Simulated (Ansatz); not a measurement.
chlorotrifluoromethane (CClF3), singlet, geometry from GFN2-xTB; MP2/aug-cc-pVDZ in Ansatz (a quantum-chemistry and plane-wave program).

Here is a job for Ansatz.
Ansatz 0.2 input:
```yaml
crystal:
  periodic: [false, false, false]
  atoms:
    - {symbol: F, position_ang: [-0.86134566, -0.63254016, -1.02874238]}
    - {symbol: C, position_ang: [-0.35035604, -0.00774362, 0.01889747]}
    - {symbol: F, position_ang: [-0.84407447, 1.21875581, 0.05006863]}
    - {symbol: F, position_ang: [-0.74576507, -0.64039210, 1.11088556]}
    - {symbol: Cl, position_ang: [1.42134135, 0.03141469, -0.07666418]}
basis:
  gaussian:
    orbitals: aug-cc-pVDZ
magnetization: {spin_polarized: false}
correlation: {method: mp2}
```

Q: What does Ansatz print? Leave out banner, timings and long lists.

A: 
```
Functional definition: HF
1133 factors; integrals over basis functions are off by at most 4.2e-4 eV
mean field evaluation 1: about -21649.0578 eV, gradient 4.4e1 eV
mean field evaluation 2: about -21649.1149 eV, gradient 4.4e1 eV
mean field evaluation 4: about -21652.8309 eV, gradient 2.8e0 eV
mean field evaluation 8: about -21652.8679 eV, gradient 2.0e-1 eV
mean field -21652.86813992 eV, -795.7282273009 hartree, gradient 3.9e-6 eV, S^2 0.000000; 0 other end points of the search recorded, 0 dependent functions left out
9 core orbitals not correlated
reference -21652.86813992 eV, -795.7282273009 hartree; 16, 16 occupied and 94, 94 virtual orbitals, 1133 factors
second order -24.16739855 eV of doubles, -0.00000000 eV of singles
Total energy: -21677.03553847 eV, -796.6163628165 hartree
```
